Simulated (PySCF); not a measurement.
Trend along group 15: MLi molecules

r²SCAN with double-zeta basis sets in PySCF, for the lowest determinant that a PBE0 search found; no spin–orbit coupling. De refers to high-spin ground-configuration atoms. A positive dipole means M(−)Li(+).

| M | basis | state (unpaired electrons) | Re (Å) | ωe (cm⁻¹) | De (eV) | μ (D) |
| --- | --- | --- | --- | --- | --- | --- |
| N | jorge-DZP-DKH | triplet (π ↑↑) | 1.948 | 566 | 1.40 | 6.34 |
| P | def2-SVPD | triplet (π ↑↑) | 2.346 | 484 | 1.83 | 6.71 |
| As | cc-pVDZ/cc-pVDZ-PP | triplet (π ↑↑) | 2.444 | 427 | 1.64 | 6.28 |
| Sb | def2-SVP | triplet (π ↑↑) | 2.632 | 390 | 1.57 | 6.71 |
| Bi | def2-SVP | triplet (π ↑↑) | 2.707 | 364 | 1.42 | 6.21 |

Q: By what factor does the well depth vary along the series?

A: At r²SCAN it runs from 1.40 eV (LiN) to 1.83 eV (LiP), a factor of 1.31.

The rows differ in basis set, which adds steps of its own.

Down a group the atoms grow and get heavier, so bonds lengthen and wavenumbers fall; this series shows no clear exception.

Spin–orbit coupling is left out, which matters for elements this heavy, above all for dissociation energies. States were picked by a PBE0 search and need not be the measured ground states.
